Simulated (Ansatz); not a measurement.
Cs8Cl8 (started as a model of: 1x4x4 CsCl rock-salt block) was relaxed with PBE-D4 (def2-SVP) in Ansatz in these states: charge +1 doublet, neutral singlet. The geometries follow in no particular order.

In the def2 sets Cs takes a core potential; there is no spin–orbit coupling.

A:

```xyz
16

Cs   -6.109   -0.186   -3.298
Cl   -4.964    0.966   -0.511
Cs   -4.373    1.031    2.735
Cl   -2.977    2.496    5.330
Cl   -3.004   -0.680   -4.019
Cs   -1.702    1.094   -1.435
Cl   -1.074    0.863    1.923
Cs    0.244    2.357    4.678
Cs   -0.241   -2.360   -4.676
Cl    1.076   -0.845   -1.934
Cs    1.698   -1.085    1.425
Cl    3.001    0.666    4.024
Cl    2.981   -2.514   -5.314
Cs    4.376   -1.013   -2.740
Cl    4.962   -0.959    0.506
Cs    6.105    0.167    3.305
```

B:

```xyz
16

Cs    3.2217    2.7029   -5.4069
Cl    0.4761    1.1107   -5.0855
Cs   -1.6356   -1.5167   -4.7859
Cl   -4.3035   -3.1995   -4.1875
Cl    3.3826    3.2345   -2.2663
Cs    0.3395    1.7523   -1.7203
Cl   -1.4234   -1.1326   -1.4368
Cs   -4.2447   -2.9392   -0.9883
Cs    4.2497    2.9288    0.9896
Cl    1.4102    1.1517    1.4376
Cs   -0.3431   -1.7393    1.7179
Cl   -3.3706   -3.2508    2.2663
Cl    4.3128    3.1806    4.1890
Cs    1.6217    1.5340    4.7862
Cl   -0.4810   -1.1006    5.0839
Cs   -3.2123   -2.7169    5.4071
```

Q: Judge from the bond lengths which geometry belongs to which state (an estimate).

A: A is the charge +1 doublet (Cs9–Cs14 5.185 Å, Cs3–Cs8 5.181 Å, Cs11–Cs16 4.952 Å); B is the neutral singlet (Cs9–Cs14 4.824 Å, Cs3–Cs8 4.822 Å, Cs11–Cs16 4.775 Å).

At PBE-D4/def2-SVP the gap within one spin of the relaxed charge 1 doublet nearly closes, so an electron or hole may be smeared out by delocalisation error.
